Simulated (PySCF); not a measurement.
ZnN: frontier orbitals

PBE0 at R = 2.024 Å; PySCF, no relativity, basis sets Zn def2-SVPD, N def2-SVPD. State: ⁴Σ⁻ (quartet), unpaired electrons σ ↑, π ↑↑. Only the outer orbitals are listed, counted within each symmetry.

| spin | orbital | occ. | ε (eV) | on Zn (%) | main shells (%) |
| --- | --- | --- | --- | --- | --- |
| α | 9σ | 1 | -9.43 | 32 | 66 N p, 27 Zn s |
| α | 4π | 1 | -9.20 | 5 | 95 N p |
| α | 4π | 1 | -9.20 | 5 | 95 N p |
| α | 10σ | 1 | -5.92 | 82 | 62 Zn s, 19 Zn p, 16 N p |
| α | 5π | 0 | -0.63 | 98 | 98 Zn p |
| α | 5π | 0 | -0.63 | 98 | 98 Zn p |
| β | 9σ | 1 | -7.23 | 56 | 54 Zn s, 41 N p |
| β | 10σ | 0 | -2.54 | 65 | 41 Zn s, 31 N p, 23 Zn p |
| β | 4π | 0 | -2.31 | 33 | 67 N p, 32 Zn p |
| β | 4π | 0 | -2.31 | 33 | 67 N p, 32 Zn p |

**Question.** Which are the highest filled and the lowest empty level, where do they sit, and how wide is the gap?

**Answer.** Highest filled α 10σ at -5.92 eV (in %: 62 Zn s, 19 Zn p, 16 N p); lowest empty β 10σ at -2.54 eV (in %: 41 Zn s, 31 N p, 23 Zn p); the gap at PBE0 is 3.38 eV.

```
bond order (Mayer)                              : 0.91
⟨S²⟩                                            : 3.769
charge on Zn (Mulliken, basis-dependent)        : 0.25
charge on Zn (Löwdin, basis-dependent)          : 0.35
dipole moment (positive dipole means Zn(−)N(+)) : -1.37 D
polarisability along the bond                   : 62.8 bohr³
polarisability across the bond                  : 39.0 bohr³
```

The state was picked by a PBE0 search and need not be the measured ground state.
